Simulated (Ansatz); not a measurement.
```yaml
crystal:
  periodic: [false, false, false]
  atoms:
    - {symbol: B, position_ang: [-0.192308, 0.673964, -0.306276]}
    - {symbol: Cl, position_ang: [-0.945280, -0.136163, 0.369650]}
    - {symbol: B, position_ang: [0.244059, -0.789150, 0.278708]}
    - {symbol: Cl, position_ang: [0.608200, -0.060748, -0.776333]}
    - {symbol: H, position_ang: [-0.750994, 0.910092, -0.942271]}
    - {symbol: H, position_ang: [0.126667, 1.314926, 0.183502]}
    - {symbol: H, position_ang: [0.714657, -0.500274, 0.800174]}
    - {symbol: H, position_ang: [0.101881, -1.578535, 0.047136]}
basis:
  gaussian: {orbitals: def2-SVP}
hamiltonian: {xc: {name: CAM-B3LYP}, dispersion: d4}
```

```sh
$ ansatz run in.yaml --threads 2 --pin off --events-out ev --progress --plain --max-ram 22528MiB --backend cpu
```

It prints (some lines left out):

```
Functional definition: CAM-B3LYP
808 factors; integrals over basis functions are off by at most 2.7e-4 eV
274 factors; integrals over basis functions are off by at most 4.6e-6 eV
mean field evaluation 1: about -26393.7444 eV, gradient 6.5e1 eV
mean field evaluation 2: about -26395.3016 eV, gradient 6.2e1 eV
mean field evaluation 4: about -26403.1492 eV, gradient 1.1e0 eV
mean field evaluation 8: about -26403.7098 eV, gradient 7.8e-2 eV
mean field evaluation 16: about -26403.7099 eV, gradient 1.8e-5 eV
mean field -26403.70985942 eV, -970.3184402565 hartree, gradient 1.8e-5 eV, S^2 0.000000; 0 other end points of the search recorded, 0 dependent functions left out
reference -26403.70995815 eV, -970.3184438845 hartree; 24, 24 occupied and 60, 60 virtual orbitals, 808 factors
Total energy: -26403.88478033 eV, -970.3248684811 hartree
```

In this input the geometry is squeezed to about two thirds of its size. The calculation finished and met its thresholds. The result belongs to that input, not to the molecule as meant.
